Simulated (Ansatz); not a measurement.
SeS₄⁺. Total charge 1; doublet. Geometry PBE-D4/def2-SVP, basis def2-TZVP, Ansatz.

Cartesian coordinates in Å:
```
S 0.834 0.515 1.993
S -0.922 -2.174 -2.069
S 0.189 -1.040 -1.015
S 0.831 2.018 0.439
Se -0.933 0.681 0.652
```

| run | HOMO (eV) | LUMO (eV) |
| --- | --- | --- |
| A | -10.68 | -9.39 |
| B | -11.66 | -8.80 |
| C | -10.35 | -9.44 |
| D | -12.75 | -8.01 |
| E | -13.68 | -6.99 |

Another isomer (doublet) lies 1.16 eV lower at PBE0-D4/def2-TZVP; other spin states weren't run for this one.

HOMO and LUMO are taken over both spins.

Q: The runs used BHLYP, PBE, PBE0, r2SCAN, ωB97M-V. Estimate which is which.

A: A r2SCAN (0 % exact exchange); B PBE0 (25 % exact exchange); C PBE (0 % exact exchange); D BHLYP (50 % exact exchange); E ωB97M-V (range-separated). Exact exchange lowers occupied and raises empty levels; among semilocal functionals meta-GGAs tend to open the gap a little, and such runs are hard to tell apart. The gap grows from 0.91 eV (PBE) to 6.68 eV (ωB97M-V). At BHLYP-D4/def2-TZVP the charge 1 doublet is spin-contaminated (final ⟨S²⟩ up to 0.87, 0.75 for a pure state).
